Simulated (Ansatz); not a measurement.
Consider the formal exchange of groups at the Si–O bond: `N[SiH2]O[SiH2]N` + `NCSS` → `N[SiH2]SS` + `NCO[SiH2]N`.

Computed with Ansatz on PBE0-D4/def2-TZVP structures; ΔE is electronic, products minus reactants. CCSD(T)/CBS is the MP2 limit (def2-TZVPP, def2-QZVPP) plus CCSD(T) − MP2 in def2-TZVPP, frozen cores. DFT in def2-TZVPP. One conformer a species, not always the lowest.

`N[SiH2]O[SiH2]N`:

```xyz
13

N     2.459    1.216   -0.244
Si    1.089    1.043    0.755
O    -0.053    0.029    0.172
Si   -1.513   -0.701    0.256
N    -1.898   -1.670   -1.092
H     3.152    0.487   -0.306
H     2.421    1.759   -1.090
H     0.478    2.389    0.898
H     1.560    0.505    2.055
H    -2.551    0.356    0.347
H    -1.515   -1.587    1.446
H    -1.466   -2.570   -1.226
H    -2.165   -1.257   -1.971
```

`NCSS`:

Cartesian coordinates in Å:
```
N 0.128 0.723 1.226
C -0.616 0.608 0.020
S -0.867 -1.088 -0.672
S 1.054 -1.730 -0.896
H -0.286 0.175 1.970
H 1.079 0.400 1.092
H -0.150 1.209 -0.763
H -1.640 0.965 0.161
H 1.298 -1.263 -2.137
```

`N[SiH2]SS`:

```xyz
9

N     0.821    1.163    0.163
Si   -0.692    0.472    0.543
S    -0.797   -1.682    0.566
S    -0.333   -1.976   -1.424
H     1.609    1.058    0.780
H     1.111    1.226   -0.800
H    -1.660    0.959   -0.465
H    -1.063    0.837    1.934
H     1.005   -2.057   -1.297
```

`NCO[SiH2]N`:

Z-matrix (Å, degrees):
```
C
O 1 1.423
N 1 1.421 2 112.7
H 1 1.096 2 109.3 3 120.9
H 1 1.096 2 109.3 3 -120.9
Si 2 1.648 1 123.8 3 179.8
H 3 1.012 1 110.8 2 -59.8
H 3 1.012 1 110.8 2 59.8
N 6 1.702 2 112.6 1 -179.8
H 6 1.488 2 108.7 1 -60.1
H 6 1.488 2 108.8 1 60.5
H 9 1.007 6 120.7 2 -73.8
H 9 1.007 6 120.7 2 73.6
```

```tsv
species	CAM-B3LYP energy (Eh)
`N[SiH2]O[SiH2]N`	-768.73598
`NCSS`	-892.28872
`N[SiH2]SS`	-1143.75672
`NCO[SiH2]N`	-517.23113
```

(1) Work out ΔE.

Largest T1 diagnostic among the species: 0.012.

Results:

(1) ΔE = (-1143.75672) + (-517.23113) − (-768.73598) − (-892.28872) = 0.03685 Eh = +96.7 kJ/mol. CCSD(T)/CBS gives +96.6 kJ/mol.

At CCSD(T), def2-SVP lies −21.6 kJ/mol from the extrapolated value and def2-TZVPP −2.1 kJ/mol. From BLYP to BHLYP (50 % exact exchange), in def2-TZVPP and without D4, ΔE moves by +5.0 kJ/mol. Leaving LDA and LC-ωPBE aside and taking each functional with its dispersion term where it has one, the values, not all of them listed here, spread over 13.0 kJ/mol, from PBE-D4 to BHLYP-D4.
